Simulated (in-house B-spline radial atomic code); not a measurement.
How numerical settings move a run on neutral aluminium, [Ne] 3s2 3p1. Computed with a B-spline radial code for spherical atoms: scalar-relativistic (X2C) M06-L, spin-polarised, spherical fractional occupations, Fermi nucleus of rms radius 3.061 fm.

Command:
```bash
python run_scf.py task.json out
```
Settings of the sound reference run:
```
Z                13
electrons        13
configuration    [Ne] 3s2 3p1
hamiltonian      x2c
method           m06l
spin_polarised   True
nucleus          fermi
rms_radius       3.061
mass_number      27
atomic_mass      26.98154
speed_of_light   137.036
knot_spacing     0.22
spline_order     8
gauss_points     12
box_radius       50
max_iterations   70
damping          0.5
damped_steps     3
diis_vectors     10
tolerance        1e-08
start            Thomas-Fermi
```

Time taken, with all properties: 0.67 s on 1 thread of Arm Neoverse N1, on a shared host.

It converges in 18 iterations to -242.786746 hartree, with 3p up at -2.83404 eV. The other runs change the listed settings, some to values that make no sense; their results aren't properties of the atom or ion. Radii are in bohr (the nuclear one in fm), a minus after a letter asks for a j subshell, and «unchanged» means within 1e-8 hartree. The run stops when the residual is below 10 × tolerance × max(1, Z/10), or a noise floor if that is larger, and the energy moves by less than 1e-8 × √|E| hartree; so very loose and very tight tolerances often act alike.

```tsv
changed settings	outcome
first_knot = 7.69e-05	converged in 13 iterations, energy +9.09e-05 hartree from the reference, 3p up level -1.1e-03 eV
box_radius = 15, max_iterations = 100, tolerance = 0.0001	converged in 9 iterations, energy -5.66e-05 hartree from the reference, 3p up level +3.9e-03 eV (the program warns: 3p up reaches the box edge; states collapsed into the nucleus by a negative tau potential were left out of the aufbau)
first_knot = 0.231	converged in 13 iterations, energy +1.71e-01 hartree from the reference, 3p up level -3.5e-03 eV
hamiltonian = dirac, method = hf	stopped with error: spin polarisation is not served with the Dirac Hamiltonian
first_knot = 0.0769	converged in 13 iterations, energy +2.04e-02 hartree from the reference, 3p up level -1.1e-03 eV
first_knot = 0.0231	converged in 13 iterations, energy +1.73e-03 hartree from the reference, 3p up level -5.0e-03 eV
first_knot = 0.000769	converged in 13 iterations, energy +3.71e-05 hartree from the reference, 3p up level -5.3e-03 eV
```

Q: What happens with spline_order = 10, first_knot = 0.231, max_iterations = 100, damping = 0.8, tolerance = 1e-06?

A: Converged in 11 iterations, energy +1.71e-01 hartree from the reference, 3p up level -1.3e-02 eV.

Q: What happens with knot_spacing = 1, box_radius = 5, first_knot = 0.000769, max_iterations = 60?

A: Converged in 11 iterations, energy +1.14e-01 hartree from the reference, 3p up level +3.0e+00 eV (the program warns: 3p up has a positive eigenvalue: unbound, held by the box; 3s up reaches the box edge).

Q: What happens with spline_order = 10?

A: Converged in 54 iterations, energy +1.37e-04 hartree from the reference, 3p up level -9.3e-03 eV (the program warns: states collapsed into the nucleus by a negative tau potential were left out of the aufbau).

Q: What happens with first_knot = 0.00769?

A: Converged in 13 iterations, energy +2.05e-04 hartree from the reference, 3p up level -4.9e-03 eV.
